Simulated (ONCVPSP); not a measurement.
# Before and after: ONCV potential for carbon

* Element: carbon (C)
* Generator: ONCVPSP 4.0.1
* Type: optimised norm-conserving Vanderbilt (ONCV)
* Functional: PBE
* Relativity: scalar-relativistic
* Frozen core: [He]
* Valence charge: 4
* Reference configuration: 2s1.5 2p2.5
* Partial waves: 2s: rc 1.20 bohr, ncon 3, nbas 7, qcut 6.4 1/bohr, 2 projectors, debl 0.6 Ha; 2p: rc 2.25 bohr, ncon 4, nbas 7, qcut 4.9 1/bohr, 1 projector; d scattering state at 0.19 Ha: rc 2.00 bohr, ncon 4, nbas 8, qcut 4 1/bohr, 2 projectors, debl 2.8 Ha
* Local potential: polynomial inside 0.75 bohr (lpopt 5, dvloc0 2 Ha)
* Core correction: none

Change: s: qcut 9.2; p: qcut 7; d: qcut 5.7.

Cutoffs: the cutoffs (Ha) at which the residual kinetic energy of the hardest occupied pseudo-wave falls to 1 and 0.1 mHa per electron; they do not see the model core or the augmentation charge, which bear on the density cutoff. Errors are all-electron minus pseudo energies relative to the spin-unpolarised reference configuration.

Question: How do hardness, ghosts and transferability respond?

Answer: The potential gets harder (16 Ha and 25 Ha → 22 Ha and 29 Ha); of the 4 tests that both files solve, the error grows in 0 and shrinks in 4 by more than 15 % and 0.3 meV (median size 66.5 → 36.1 meV); the range in which the d phases agree widens (upper end 2.8 → 4.6); neither file shows a bound ghost.

| quantity | base | changed |
| --- | --- | --- |
| cutoff, loose | 16 Ha | 22 Ha |
| cutoff, tight | 25 Ha | 29 Ha |
| loose cutoff by channel | s 16 Ha, p 10 Ha | s 22 Ha, p 14 Ha |
| bound ghosts | none | none |
| GHOST(+) flags under 300 eV | d at 75.1 eV | none |
| error for 2s2 2p2, meV [ΔE -4.24 eV] | -2.6 | -1.5 |
| error for 2s2 2p1, meV [ΔE 6.63 eV] | +108 | +59 |
| error for 2s2 2p0, meV [ΔE 30.78 eV] | +721 | +424 |
| error for 2s0 2p4, meV [ΔE 12.74 eV] | -25 | -14 |
| s: phases at 1.22 bohr within 0.05 rad from the reference energy up to (Ha; the scan ends near 5) | to the end of the scan | to the end of the scan |
| p: phases at 2.29 bohr within 0.05 rad from the reference energy up to (Ha; the scan ends near 5) | 0.6 | 0.7 |
| d: phases at 2.03 bohr within 0.05 rad from the reference energy up to (Ha; the scan ends near 5) | 2.8 | 4.6 |
